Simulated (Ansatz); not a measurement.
Input for Ansatz (a program for electronic structure): U-CCSD(T)/def2-TZVPP on AlBrFH (SMILES [F][AlH][Br]), a point of a bond scan (R = 7.189 Å). The run froze 20 orbitals, filled d shells among them.

Ansatz 0.2 input:
```yaml
crystal:
  periodic: [false, false, false]
  atoms:
    - {symbol: Al, position_ang: [0.14258516, -1.02185598, 0.68600121]}
    - {symbol: H, position_ang: [-0.74582044, -2.28637816, 0.87330814]}
    - {symbol: F, position_ang: [1.56773011, -0.90210632, 1.50144871]}
    - {symbol: Br, position_ang: [-1.70498860, 4.41397688, -3.63988721]}
basis:
  gaussian:
    orbitals: def2-TZVPP
correlation: {method: ccsd_t, electrons: outside_noble_gas}
scf: {omitted_lower_state_checks: [cluster_reference]}
magnetization: {spin_polarized: true, initial_magnetization: 0}
```

The log:

```
WARN ansatz: RAYON_NUM_THREADS=1 ignored (pool sized by the plan → 1); use --threads N
Functional definition: HF
these checks for a lower state are left out or cut short: cluster_reference
integrals: 0.39 GiB planned
858 factors; integrals over basis functions are off by at most 1.3e-3 eV
mean field: 0.55 GiB planned
mean field evaluation 1: about -79298.7158 eV, gradient 2.5e1 eV
mean field evaluation 2: about -79298.7162 eV, gradient 2.5e1 eV
mean field evaluation 4: about -79300.7834 eV, gradient 1.4e1 eV
mean field evaluation 8: about -79302.0881 eV, gradient 1.9e0 eV
mean field evaluation 16: about -79304.9311 eV, gradient 6.6e0 eV
mean field evaluation 32: about -79305.5648 eV, gradient 2.9e-6 eV
mean field evaluation 64: about -79302.3913 eV, gradient 4.1e0 eV
mean field evaluation 96: about -79305.5634 eV, gradient 4.7e-4 eV
mean field evaluation 128: about -79305.5636 eV, gradient 1.0e-2 eV
mean field evaluation 160: about -79305.5647 eV, gradient 1.4e-2 eV
mean field evaluation 192: about -79305.5524 eV, gradient 8.5e-1 eV
mean field evaluation 224: about -79305.5633 eV, gradient 4.9e-2 eV
mean field evaluation 256: about -79305.5636 eV, gradient 2.9e-4 eV
mean field evaluation 288: about -79302.2150 eV, gradient 9.3e-2 eV
mean field -79305.56475673 eV, -2914.4257495673 hartree, gradient 9.8e-10 eV, S^2 1.014496; 14 other end points of the search recorded, 0 dependent functions left out
20 core orbitals not correlated
reference -79305.56475673 eV, -2914.4257495673 hartree; 9, 9 occupied and 106, 106 virtual orbitals, 858 factors
second order -12.13008053 eV of doubles, -0.00000000 eV of singles
coupled cluster: 0.85 GiB planned
cycle   1  -12.53723255 eV  change   -4.1e-1 eV  update   8.0e-2
cycle   2  -12.83265573 eV  change   -3.0e-1 eV  update   2.7e-2
cycle   3  -12.92472633 eV  change   -9.2e-2 eV  update   1.6e-2
cycle   4  -12.91913758 eV  change    5.6e-3 eV  update   5.0e-3
cycle   5  -12.91841077 eV  change    7.3e-4 eV  update   2.5e-3
cycle   6  -12.91959585 eV  change   -1.2e-3 eV  update   1.0e-3
cycle   7  -12.91941938 eV  change    1.8e-4 eV  update   4.1e-4
cycle   8  -12.91947768 eV  change   -5.8e-5 eV  update   1.5e-4
cycle   9  -12.91953073 eV  change   -5.3e-5 eV  update   5.6e-5
cycle  10  -12.91950980 eV  change    2.1e-5 eV  update   1.9e-5
coupled cluster: 0.85 GiB planned
perturbative correction -0.35972321 eV, -0.0132195840 hartree
Total energy: -79318.84398974 eV, -2914.9137523794 hartree
Checks for a lower state left out: cluster_reference
```

The run converged. Its determinant has ⟨S²⟩ = 1.01, a mixture of spin states.

Cost: about 70 core-seconds (a rough figure).
